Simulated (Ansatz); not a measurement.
Ligand exchange: Si(CH3)3Cl + BClF2 → Si(CH3)3F + BCl2F

Species: Si(CH3)3Cl (chlorotrimethylsilane), singlet; BClF2 (chlorodifluoroborane) `FB(F)Cl`, singlet; Si(CH3)3F (trimethylsilyl fluoride), singlet; BCl2F (dichlorofluoroborane) `FB(Cl)Cl`, singlet. The partners trade Cl for F: Si–Cl and B–F bonds give way to Si–F and B–Cl.

Shapes, held fixed at every level: PBE0-D4/def2-TZVP. Programs: Ansatz 0.2.0. The zero-point and thermal change to 298 K, harmonic and unscaled (PBE0-D4/def2-TZVP), is -1.9 kJ/mol.

Problem. Estimate ΔH(298 K) of this reaction.

Solution. The highest level, CCSD(T)/CBS estimate, gives ΔH(298 K) = +23.3 kJ/mol; the levels span +21.4 to +26.8. The column of differences is taken from that level and isn't an error. No measured value is set beside it here. The CBS estimate extrapolates MP2 from def2-TZVPP and def2-QZVPP and adds CCSD(T) − MP2 in the triple-zeta set, cores frozen. Times are processor times on shared x86 and Arm servers, and rough.

```csv
level,kind,ΔH(298 K) (kJ/mol),less CCSD(T)/CBS estimate,CPU time (sum over the molecules)
r2SCAN-D4/def2-TZVPP,meta-GGA,+22.5,-0.8,58 s
B3LYP-D4/def2-TZVPP,global hybrid,+23.4,+0.1,60 s
BHLYP-D4/def2-TZVPP,global hybrid,+26.8,+3.5,39 s
PBE0-D4/def2-TZVPP,global hybrid,+26.2,+2.9,38 s
r2SCAN0-D4/def2-TZVPP,global hybrid,+25.7,+2.4,64 s
wB97X-V/def2-TZVPP,range-separated hybrid,+23.2,-0.1,91 s
B2PLYP/def2-TZVPP,double hybrid,+21.4,-1.9,65 s
CCSD(T)/CBS estimate,coupled cluster or CI,+23.3,0.0,86 min
```
